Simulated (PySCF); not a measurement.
Species: C7H7FO.
Atom-mapped SMILES: `[CH3:1][O:2][c:3]1[cH:4][cH:5][cH:6][c:7]([F:8])[cH:9]1`

Geometry (GFN2-xTB, Å), atoms numbered from 1 in this order:
```
atom  x, y, z in Å
C1     2.6340    0.4306    0.6142
O2     1.7395   -0.6488    0.4773
C3     0.4212   -0.3819    0.3015
C4    -0.4190   -1.4917    0.1745
C5    -1.7752   -1.3275   -0.0106
C6    -2.3337   -0.0595   -0.0745
C7    -1.4896    1.0235    0.0548
F8    -2.0051    2.2713   -0.0012
C9    -0.1245    0.8957    0.2424
H10    2.6397    1.0628   -0.2793
H11    2.3942    1.0407    1.4908
H12    3.6177   -0.0175    0.7448
H13    0.0230   -2.4737    0.2268
H14   -2.4094   -2.1950   -0.1071
H15   -3.3909    0.0909   -0.2187
H16    0.4704    1.7891    0.3369
```

Definitions: NICS(0) = −σiso at the ring centroid; NICS(1) = −σiso and NICS(1)zz = −σzz at ±1 Å along the ring normal z. Level: GIAO PBE0/pcSseg-1 (PySCF, non-relativistic, gas phase) on the GFN2-xTB geometry, one conformer.

Ring bond lengths (Å), with Mayer bond orders in brackets: C3–C4 1.398 (1.38), C4–C5 1.379 (1.48), C5–C6 1.387 (1.38), C6–C7 1.379 (1.46), C7–C9 1.384 (1.42), C9–C3 1.391 (1.33).

Task: What do the NICS probes read (ppm)?

Result: 
```csv
ring,type,NICS(0),"NICS(1), two faces","NICS(1)zz, two faces",rms pucker (Å),"centre to ring atoms, mean (Å)"
C3–C4–C5–C6–C7–C9,6-membered carbocycle; formal bonds all aromatic,-10.9,-11.1 / -11.1,-26.3 / -26.3,0.00,1.39
```

Task: What do they say, and how far can they be read as aromaticity?

Result: 
- C3–C4–C5–C6–C7–C9: mean NICS(1)zz -26.3 ppm, shielded. For a flat ring without four-coordinate atoms the NICS criterion counts such a value as aromatic.

Task: How equal are the bonds by HOMA? HOMA takes Krygowski's 1993 parameters.

Result: 
- C3–C4–C5–C6–C7–C9: HOMA 0.99 = 1 − EN − GEO, with mean bond length 1.386 Å, EN = α(Ropt − mean)² = 0.001 and GEO = α × variance = 0.011. The geometric and the magnetic index point the same way.

Task: What field does 11.7 T along the ring normal induce along that normal at the first NICS(1) probe listed for ring C3–C4–C5–C6–C7–C9, 1 Å off the ring?

Result: NICSzz × B0 = -26.3 ppm × 11.7 T = -308 μT, against the applied field.

Task: Give the inner angles of the rings and the Hirshfeld charges of the ring atoms.

Result: 
- C3–C4–C5–C6–C7–C9: C3 119.3° (+0.080 e), C4 120.6° (-0.077 e), C5 120.8° (-0.042 e), C6 117.8° (-0.084 e), C7 123.0° (+0.087 e), C9 118.5° (-0.098 e); sum 720.0° against 720° for a flat convex ring.

On one thread, x86-64 server, no GPU, shared host, this took 19 s wall. This is the whole shielding run at PBE0/pcSseg-1, SCF included.
